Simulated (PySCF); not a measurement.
Compound: C₆H₄F₃P.
SMILES with atom numbers: `[F:1][C:2]([F:3])([F:4])[c:5]1[cH:6][cH:7][cH:8][cH:9][p:10]1` (hydrogens: H11 on C6; H12 on C7; H13 on C8; H14 on C9)

Torsions of this conformer, `[F:1][C:2]([F:3])([F:4])[c:5]1[cH:6][cH:7][cH:8][cH:9][p:10]1`: F1–C2–C5–C6 -168°.

The closed-shell ground state was solved at several levels (PySCF, density fitting, gas phase, non-relativistic). Isolated species at its GFN2-xTB geometry, gas phase.

```csv
level,basis functions,total energy (Eh),HOMO (eV),LUMO (eV),gap (eV),dipole (D)
PBE0/pcSseg-1,197,-871.1805,-7.74,-2.10,5.64,3.76
CAM-B3LYP/def2-SVPD,245,-871.2639,-8.83,-1.04,7.79,3.86
```

Task: Estimate the row for PBE0/def2-SVPD, a basis of 245 functions; the other rows only guide the guess.

Result: Total energy -870.7734 Eh, HOMO -7.72 eV, LUMO -2.09 eV, gap 5.63 eV, dipole 3.83 D.

Task: How far do the dipole and the HOMO energy spread over the levels?

Result: The dipole runs from 3.76 to 3.86 D (mean 3.82 D) and the HOMO from -8.83 to -7.72 eV.
